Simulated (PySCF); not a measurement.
PySCF 2.14 output of an unrestricted LC-wPBE calculation on a single atom or ion in x2c-TZVPPall (11s7p7d3f1g, 97 functions), with scalar relativity by spin-free X2C-1e:

```
SCF conv_tol = 1e-09
number electrons alpha = 40  beta = 37
    O. A. Vydrov and G. E. Scuseria.,  J. Chem. Phys. 125, 234109 (2006)
cycle= 1 E= -18414.9139840124  delta_E= -0.0285  |g|= 0.232  |ddm|= 0.285
cycle= 2 E= -18414.9148640124  delta_E= -0.00088  |g|= 0.192  |ddm|= 0.166
cycle= 3 E= -18414.9175796184  delta_E= -0.00272  |g|= 0.0133  |ddm|= 0.071
cycle= 4 E= -18414.9176530494  delta_E= -7.34e-05  |g|= 0.00309  |ddm|= 0.0209
cycle= 5 E= -18414.9176855713  delta_E= -3.25e-05  |g|= 0.00131  |ddm|= 0.0184
cycle= 6 E= -18414.9176949748  delta_E= -9.4e-06  |g|= 0.000548  |ddm|= 0.0104
cycle= 7 E= -18414.9176977981  delta_E= -2.82e-06  |g|= 7.35e-05  |ddm|= 0.0059
cycle= 8 E= -18414.9176978201  delta_E= -2.2e-08  |g|= 8.1e-06  |ddm|= 0.000643
cycle= 9 E= -18414.9176978203  delta_E= -1.71e-10  |g|= 1.04e-06  |ddm|= 4.83e-05
converged SCF energy = -18414.9176978203  <S^2> = 3.7510131  2S+1 = 4.0005065
```

The run itself started from symmetry-adapted Hartree-Fock orbitals and held the occupation by maximum overlap, on a logarithmic radial grid, so the iterations belong to that start.

**Question.** Which element, charge and spin multiplicity is this?

**Answer.** Pt⁺ (platinum, charge +1), multiplicity 4; the state was [Xe] 4f14 5d8 6p1, one real determinant (an excited configuration).

⟨L²⟩ = 14.03 against 20 for a pure G term, so this real determinant mixes terms. Spin-orbit coupling, absent here, splits the open shell strongly.
